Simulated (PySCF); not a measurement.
PySCF 2.14 output of an unrestricted PBE calculation on a single atom or ion in x2c-QZVPPall with one added diffuse shell each of s, p, d, f, g type (12s8p7d5f3g, 133 functions), with scalar relativity by spin-free X2C-1e:

```
SCF conv_tol = 1e-09
number electrons alpha = 15  beta = 14
    J. P. Perdew, K. Burke, and M. Ernzerhof.,  Phys. Rev. Lett. 77, 3865 (1996)
    J. P. Perdew, K. Burke, and M. Ernzerhof.,  Phys. Rev. Lett. 78, 1396 (1997)
    J. P. Perdew, K. Burke, and M. Ernzerhof.,  Phys. Rev. Lett. 77, 3865 (1996)
    J. P. Perdew, K. Burke, and M. Ernzerhof.,  Phys. Rev. Lett. 78, 1396 (1997)
cycle= 1 E= -1654.36082229737  delta_E= 0.0484  |g|= 0.669  |ddm|= 0.333
cycle= 2 E= -1653.91940932728  delta_E= 0.441  |g|= 1.91  |ddm|= 0.544
cycle= 3 E= -1654.43444660235  delta_E= -0.515  |g|= 0.246  |ddm|= 0.331
cycle= 4 E= -1654.44670706861  delta_E= -0.0123  |g|= 0.0247  |ddm|= 0.0893
cycle= 5 E= -1654.44714923325  delta_E= -0.000442  |g|= 0.0142  |ddm|= 0.0598
cycle= 6 E= -1654.44727001011  delta_E= -0.000121  |g|= 0.0146  |ddm|= 0.0353
cycle= 7 E= -1654.4473373983  delta_E= -6.74e-05  |g|= 0.00294  |ddm|= 0.0359
cycle= 8 E= -1654.44734119641  delta_E= -3.8e-06  |g|= 0.000728  |ddm|= 0.00784
cycle= 9 E= -1654.44734129328  delta_E= -9.69e-08  |g|= 0.000154  |ddm|= 0.00114
cycle= 10 E= -1654.44734130634  delta_E= -1.31e-08  |g|= 1.69e-05  |ddm|= 0.000373
cycle= 11 E= -1654.44734130659  delta_E= -2.46e-10  |g|= 5.4e-06  |ddm|= 5.8e-05
converged SCF energy = -1654.44734130659  <S^2> = 0.83842081  2S+1 = 2.0865482
```

The run itself started from symmetry-adapted Hartree-Fock orbitals and held the occupation by maximum overlap, on a logarithmic radial grid, so the iterations belong to that start.

Which element, charge and spin multiplicity is this?

Cu (copper, neutral), multiplicity 2; the state was [Ar] 3d10 4p1, 2P determinant (an excited configuration).

⟨S²⟩ = 0.84 against 0.75 shows spin contamination.
